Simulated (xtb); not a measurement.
Input for xtb: GFN2-xTB on C2H6 (SMILES CC), a point of a torsion scan.

```
$ xtb mol.xyz --gfn 2 --opt vtight --chrg 0 --uhf 0 --input xcontrol
8

C     -0.76654870     0.08535532    -0.00506812
C      0.75205876    -0.05156203     0.01247454
H     -1.16469504    -0.57421848    -0.79441600
H     -0.97842263     1.15126530    -0.19656886
H     -1.18390894    -0.27701017     0.94560658
H      1.02795001    -0.28898498    -1.03318302
H      1.08792503    -0.82973111     0.70989265
H      1.23587376     0.88991922     0.29525588
$constrain
  force constant=1.0
  dihedral: 3,1,2,6,30.0
$end
```

Output:

```
[...]
           -------------------------------------------------
          |                Calculation Setup                |
           -------------------------------------------------



           -------------------------------------------------
          |                 G F N 2 - x T B                 |
           -------------------------------------------------

        Reference                      10.1021/acs.jctc.8b01176
      * Hamiltonian:
        H0-scaling (s, p, d)           1.850000    2.230000    2.230000
        zeta-weighting                 0.500000
      * Dispersion:
        s8                             2.700000
        a1                             0.520000
        a2                             5.000000
        s9                             5.000000
      * Repulsion:
        kExp                           1.500000    1.000000
        rExp                           1.000000
      * Coulomb:
        alpha                          2.000000
        third order                    shell-resolved
        anisotropic                    true
        a3                             3.000000
        a5                             4.000000
        cn-shift                       1.200000
        cn-exp                         4.000000
        max-rad                        5.000000


          ...................................................
          :                      SETUP                      :
          :.................................................:
          :  # basis functions                  14          :
          :  # atomic orbitals                  14          :
          :  # shells                           10          :
          :  # electrons                        14          :
          :  max. iterations                   250          :
          :  Hamiltonian                  GFN2-xTB          :
          :  restarted?                      false          :
          :  GBSA solvation                  false          :
          :  PC potential                    false          :
          :  electronic temp.          300.0000000     K    :
          :  accuracy                    1.0000000          :
          :  -> integral cutoff          0.2500000E+02      :
          :  -> integral neglect         0.1000000E-07      :
          :  -> SCF convergence          0.1000000E-05 Eh   :
          :  -> wf. convergence          0.1000000E-03 e    :
          :  Broyden damping             0.4000000          :
          :  net charge                          0          :
          :  unpaired electrons                  0          :
          ...................................................

 iter      E             dE          RMSdq      gap      omega  full diag
   1     -7.4114385 -0.741144E+01  0.289E+00   15.43       0.0  T
   2     -7.4367949 -0.253564E-01  0.151E+00   15.13       1.0  T
   3     -7.4370152 -0.220298E-03  0.778E-01   15.08       1.0  T
   4     -7.4370873 -0.721683E-04  0.931E-02   15.03       1.0  T
   5     -7.4370874 -0.581716E-08  0.534E-03   15.03       6.6  T
   6     -7.4370875 -0.107435E-06  0.140E-03   15.03      25.2  T
   7     -7.4370875 -0.874897E-09  0.711E-04   15.03      49.7  T
   8     -7.4370875 -0.818314E-10  0.751E-05   15.03     470.8  T

   *** convergence criteria satisfied after 8 iterations ***

         #    Occupation            Energy/Eh            Energy/eV
      -------------------------------------------------------------
         1        2.0000           -0.6039701             -16.4349
         2        2.0000           -0.5585454             -15.1988
         3        2.0000           -0.4978758             -13.5479
         4        2.0000           -0.4962160             -13.5027
         5        2.0000           -0.4565380             -12.4230
         6        2.0000           -0.4352324             -11.8433
         7        2.0000           -0.4303923             -11.7116 (HOMO)
         8                          0.1219269               3.3178 (LUMO)
         9                          0.1274437               3.4679
        10                          0.1437951               3.9129
        11                          0.1505149               4.0957
        12                          0.1727534               4.7009
       ...                                ...                  ...
        14                          0.2905195               7.9054
      -------------------------------------------------------------
                  HL-Gap            0.5523192 Eh           15.0294 eV
             Fermi-level           -0.1542327 Eh           -4.1969 eV

 SCC (total)                   0 d,  0 h,  0 min,  0.004 sec
 SCC setup                      ...        0 min,  0.000 sec (  2.876%)
 Dispersion                     ...        0 min,  0.000 sec (  0.990%)
 classical contributions        ...        0 min,  0.000 sec (  0.480%)
 integral evaluation            ...        0 min,  0.000 sec (  8.606%
[...]
       -11.8436
         7        2.0000           -0.4338795             -11.8065 (HOMO)
         8                          0.1273299               3.4648 (LUMO)
         9                          0.1562948               4.2530
        10                          0.1589725               4.3259
        11                          0.1757296               4.7818
        12                          0.2067608               5.6262
       ...                                ...                  ...
        14                          0.2955221               8.0416
      -------------------------------------------------------------
                  HL-Gap            0.5612094 Eh           15.2713 eV
             Fermi-level           -0.1532748 Eh           -4.1708 eV

 SCC (total)                   0 d,  0 h,  0 min,  0.002 sec
 SCC setup                      ...        0 min,  0.000 sec (  4.046%)
 Dispersion                     ...        0 min,  0.000 sec (  1.311%)
 classical contributions        ...        0 min,  0.000 sec (  0.569%)
 integral evaluation            ...        0 min,  0.000 sec ( 17.913%)
 iterations                     ...        0 min,  0.001 sec ( 26.157%)
 molecular gradient             ...        0 min,  0.001 sec ( 43.699%)
 printout                       ...        0 min,  0.000 sec (  5.522%)

         :::::::::::::::::::::::::::::::::::::::::::::::::::::
         ::                     SUMMARY                     ::
         :::::::::::::::::::::::::::::::::::::::::::::::::::::
         :: total energy              -7.334408511905 Eh    ::
         :: gradient norm              0.000060786540 Eh/a0 ::
         :: HOMO-LUMO gap             15.271284406443 eV    ::
         ::.................................................::
         :: SCC energy                -7.451804889658 Eh    ::
         :: -> isotropic ES            0.002063859260 Eh    ::
         :: -> anisotropic ES          0.003187792687 Eh    ::
         :: -> anisotropic XC          0.005422938487 Eh    ::
         :: -> dispersion             -0.002031742729 Eh    ::
         :: repulsion energy           0.117377242031 Eh    ::
         :: add. restraining           0.000019135722 Eh    ::
         :: total charge              -0.000000000000 e     ::
         :::::::::::::::::::::::::::::::::::::::::::::::::::::

           -------------------------------------------------
          |                Property Printout                |
           -------------------------------------------------

    * Orbital Energies and Occupations

         #    Occupation            Energy/Eh            Energy/eV
      -------------------------------------------------------------
         1        2.0000           -0.6041442             -16.4396
         2        2.0000           -0.5631478             -15.3240
         3        2.0000           -0.4956706             -13.4879
         4        2.0000           -0.4947037             -13.4616
         5        2.0000           -0.4612781             -12.5520
         6        2.0000           -0.4352435             -11.8436
         7        2.0000           -0.4338795             -11.8065 (HOMO)
         8                          0.1273299               3.4648 (LUMO)
         9                          0.1562948               4.2530
        10                          0.1589725               4.3259
        11                          0.1757296               4.7818
        12                          0.2067608               5.6262
        13                          0.2878962               7.8341
        14                          0.2955221               8.0416
      -------------------------------------------------------------
                  HL-Gap            0.5612094 Eh           15.2713 eV
             Fermi-level           -0.1532748 Eh           -4.1708 eV

     #   Z          covCN         q      C6AA      α(0)
     1   6 C        3.749    -0.097    22.426     6.754
     2   6 C        3.749    -0.097    22.426     6.754
     3   1 H        0.925     0.033     2.549     2.497
     4   1 H        0.925     0.032     2.564     2.504
     5   1 H        0.925     0.033     2.541     2.493
     6   1 H        0.925     0.033     2.549     2.497
     7   1 H        0.925     0.032     2.564     2.504
     8   1 H        0.925     0.033     2.541     2.493

 Mol. C6AA /au·bohr⁶  :        361.949009
 Mol. C8AA /au·bohr⁸  :       7077.748004
 Mol. α(0) /au        :         28.494730


Wiberg/Mayer (AO) data.
largest (>0.10) Wiberg bond orders for each atom

 ---------------------------------------------------------------------------
Note: The following floating-point exceptions are signalling: IEEE_DENORMAL
normal termination of xtb
     #   Z sym  total        # sym  WBO       # sym  WBO       # sym  WBO
 ---------------------------------------------------------------------------
     1   6 C    3.997 --     2 C    1.027     3 H    0.990     5 H    0.990
                             4 H    0.990
     2   6 C    3.997 --     1 C    1.027     6 H    0.990     8 H    0.990
                             7 H    0.990
     3   1 H    0.999 --     1 C    0.990
     4   1 H    0.999 --     1 C    0.990
     5   1 H    0.999 --     1 C    0.990
     6   1 H    0.999 --     2 C    0.990
     7   1 H    0.999 --     2 C    0.990
     8   1 H    0.999 --     2 C    0.990
 ---------------------------------------------------------------------------

Topologies differ in total number of bonds
Writing topology from bond orders to xtbtopo.mol

molecular dipole:
                 x           y           z       tot (Debye)
 q only:       -0.000      -0.000      -0.000
   full:       -0.000      -0.001      -0.002       0.006
molecular quadrupole (traceless):
                xx          xy          yy          xz          yz          zz
 q only:        0.156      -0.012      -0.084      -0.004       0.008      -0.072
  q+dip:       -0.604       0.068       0.268       0.010       0.041       0.337
   full:       -0.239       0.020       0.099       0.008       0.026       0.141

           -------------------------------------------------
          |                Geometry Summary                 |
           -------------------------------------------------

      molecular mass/u    :       30.0691163
   center of mass at/Å    :        0.0013487       0.0138809      -0.0067245
  moments of inertia/u·Å² :        0.6244368E+01   0.2509118E+02   0.2513933E+02
rotational constants/cm⁻¹ :        0.2699654E+01   0.6718549E+00   0.6705681E+00

 * 7 selected distances

     #   Z          #   Z                                           value/Å
     1   6 C        2   6 C                                       1.5263468 (max)
     1   6 C        3   1 H                                       1.0872303
     1   6 C        4   1 H                                       1.0887139
     1   6 C        5   1 H                                       1.0862601 (min)
     2   6 C        6   1 H                                       1.0872239
     2   6 C        7   1 H                                       1.0886999
     2   6 C        8   1 H                                       1.0862680

 * 2 distinct bonds (by element types)

   Z      Z             #   av. dist./Å        max./Å        min./Å
   1 H    6 C           6     1.0873994     1.0887139     1.0862601
   6 C    6 C           1     1.5263468     1.5263468     1.5263468


optimized geometry written to: xtbopt.xyz


           -------------------------------------------------
          | TOTAL ENERGY               -7.334408511905 Eh   |
          | GRADIENT NORM               0.000060786540 Eh/α |
          | HOMO-LUMO GAP              15.271284406443 eV   |
           -------------------------------------------------

------------------------------------------------------------------------
------------------------------------------------------------------------
 total:
 SCF:
 ANC optimizer:
```

The run finished.

Warnings raised: the energy holds the restraint's term.

Cost: roughly 0.06 core-seconds.
